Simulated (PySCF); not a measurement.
One formula, C7H12Ge, several structures.

PySCF, CAM-B3LYP/def2-SVPD, density fitting, gas phase; each molecule at its own PBE0-D3(BJ)/def2-SVP geometry, one conformer. Singlet excitations by full TDDFT with frozen cores, triplets by Tamm–Dancoff TDDFT and ionisation energies by ΔSCF, from the lowest of the holes tried. 

Torsions of the conformers computed, which needn't be the lowest (atom-mapped SMILES):
- `[CH3:1][CH2:2][CH2:3][GeH:4]1[CH:5]=[CH:6][CH:7]=[CH:8]1`: C1–C2–C3–Ge4 179°, C2–C3–Ge4–C5 -49°
- `[CH3:1][CH2:2][CH2:3][C:4]1=[CH:5][CH:6]=[CH:7][GeH2:8]1`: C1–C2–C3–C4 180°, C2–C3–C4–C5 126°

The conformers of `C1=C(C2CC2)[CH2][GeH2][CH2]1`, `C=C(C)[C@H]1C=C[CH2][GeH2]1`, `C1=C[CH2][GeH]([CH]2CC2)[CH2]1` and `C1=C[C@@H](C2CC2)[GeH2][CH2]1` aren't listed.

Reference: `C1=C(C2CC2)[CH2][GeH2][CH2]1`, with HOMO energy -7.97 eV, LUMO energy 1.15 eV, lowest singlet excitation 6.39 eV, lowest triplet excitation 4.20 eV, mean polarisability 108.3 au and vertical ionisation energy 8.55 eV.

Changes against it:

```
                      molecule  Δ electronic energy (kcal/mol)  Δ HOMO energy (eV)  Δ LUMO energy (eV)  Δ lowest singlet excitation (eV)  Δ lowest triplet excitation (eV)  Δ mean polarisability (au)  Δ vertical ionisation energy (eV)
C1=C[CH2][GeH]([CH]2CC2)[CH2]1                            -0.1               -0.29               +0.22                             +0.28                             +0.09                        -1.5                              +0.44
        CCC[C]1=CC=[CH][GeH2]1                            -2.1               +0.28               -1.31                             -1.94                             -1.49                        +3.8                              -0.29
 C1=C[C@@H](C2CC2)[GeH2][CH2]1                            +3.7               -0.37               +0.03                             +0.32                             +0.11                         0.0                              +0.42
```

Rows whose labels were lost:

```tsv
row	Δ electronic energy (kcal/mol)	Δ HOMO energy (eV)	Δ LUMO energy (eV)	Δ lowest singlet excitation (eV)	Δ lowest triplet excitation (eV)	Δ mean polarisability (au)	Δ vertical ionisation energy (eV)
P	-3.6	+0.01	-0.03	-0.03	0.00	+3.0	0.00
Q	-3.3	+0.09	-1.39	-1.84	-1.46	+1.3	-0.05
```

Question: Which row belongs to which of `CC[CH2][GeH]1[CH]=CC=[CH]1` and `C=C(C)[C@H]1C=C[CH2][GeH2]1`?

Answer: P = `C=C(C)[C@H]1C=C[CH2][GeH2]1` and Q = `CC[CH2][GeH]1[CH]=CC=[CH]1`. P and Q are told apart most clearly by the lowest singlet excitation (-0.03 against -1.84 eV).

Question: Which row has the smallest HOMO–LUMO gap and which the largest, and does the HOMO or the LUMO shift more there?

Answer: Smallest, counted from the reference: `CCC[C]1=CC=[CH][GeH2]1`, -1.59 eV (HOMO +0.28, LUMO -1.31), the larger shift being that of the LUMO. Largest: `C1=C[CH2][GeH]([CH]2CC2)[CH2]1`, +0.51 eV (HOMO -0.29, LUMO +0.22), the larger shift being that of neither alone.
